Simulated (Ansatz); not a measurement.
Consider the ligand exchange at the Si–C bond: `N[SiH](F)CO` + `N[SiH](O)F` → `N[Si@@H](F)O[Si@@H](N)F` + CH₃OH.

Calculated with Ansatz (gas phase, PBE0-D4/def2-TZVP geometries, no zero-point term in ΔE). CCSD(T)/CBS is the MP2 limit (def2-TZVPP, def2-QZVPP) plus CCSD(T) − MP2 in def2-TZVPP, frozen cores. This one scheme is used for every species. DFT in def2-TZVPP. One conformer a species, not always the lowest.

CCSD(T)/CBS gives -34.0 kcal/mol.

Question: Another level gave -32.1 kcal/mol. Which?
A. PBE0-D4/def2-TZVPP
B. BHLYP-D4/def2-TZVPP
C. CCSD(T)/def2-TZVPP
D. LDA (SPW92)/def2-TZVPP

Answer: A. PBE0-D4 -32.1, CCSD(T)/def2-TZVPP -34.0, LDA (SPW92) -29.5, BHLYP-D4 -36.8 kcal/mol.

Largest T1 diagnostic among the species: 0.011.

In def2-TZVPP, CCSD(T) changes the Hartree–Fock value by +5.5 kcal/mol (the triples alone add +0.8 kcal/mol) and MP2 by +5.3 kcal/mol. Leaving LDA and LC-ωPBE aside and taking each functional with its dispersion term where it has one, the values, not all of them listed here, spread over 7.0 kcal/mol, from BHLYP-D4 to revPBE-D4.
